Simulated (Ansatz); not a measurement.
Two isomers of CH8O2Si2: A = `OC(O)[SiH2][SiH3]`, B = `OC[SiH2][SiH2]O`.

Computed with Ansatz on PBE0-D4/def2-TZVP structures; ΔE is electronic, products minus reactants. CCSD(T)/CBS adds triple-zeta CCSD(T) − MP2 to the extrapolated MP2 energy (def2 sets, frozen cores). Functionals use def2-TZVPP. B3LYP here is the variant with VWN-RPA as its local correlation; programs differ in this. One conformer a species, not always the lowest.

A:

```xyz
13

O     0.850    1.413    1.011
C     0.825    0.004    1.016
O     0.793   -0.518    2.317
Si   -0.693   -0.686    0.072
Si   -0.646    0.104   -2.130
H     0.035    1.728    1.416
H     1.752   -0.279    0.502
H     1.595   -0.241    2.774
H    -1.907   -0.174    0.771
H    -0.701   -2.173    0.103
H    -1.741   -0.517   -2.925
H     0.653   -0.241   -2.769
H    -0.815    1.581   -2.159
```

B:

Z-matrix (Å, degrees):
```
C
Si 1 1.893
O 1 1.417 2 109.2
H 1 1.100 2 108.6 3 122.2
H 1 1.100 2 108.5 3 -122.1
Si 2 2.349 1 109.7 3 -177.2
H 2 1.491 1 109.4 3 -57.4
H 2 1.489 1 110.2 3 61.7
H 3 0.960 1 108.7 2 -179.6
O 6 1.658 2 111.8 1 62.5
H 6 1.493 2 109.4 1 -173.9
H 6 1.486 2 111.1 1 -54.5
H 10 0.958 6 117.1 2 60.0
```

Task: Which isomer does CCSD(T)/CBS put lower? Give the gap. (Best estimate.)

Result: Computed: B, by 31.0 kcal/mol.

Task: Give E(B) − E(A) in kcal/mol with CCSD/def2-TZVPP, HF/def2-TZVPP, PBE-D4, B3LYP, CCSD(T)/def2-TZVPP, ωB97M-V, B2PLYP. (An estimate is asked.)

Result: Ansatz gave: CCSD/def2-TZVPP -30.4, HF/def2-TZVPP -32.4, PBE-D4 -26.9, B3LYP -30.2, CCSD(T)/def2-TZVPP -29.7, ωB97M-V -29.7, B2PLYP -30.8. None reverses the order clearly.

Largest T1 diagnostic: 0.013.

In def2-TZVPP, CCSD(T) changes the Hartree–Fock value by +2.7 kcal/mol (the triples alone add +0.7 kcal/mol) and MP2 by +0.7 kcal/mol. From PBE to PBE0 (25 % exact exchange), in def2-TZVPP and without D4, E(B) − E(A) moves by −1.5 kcal/mol.
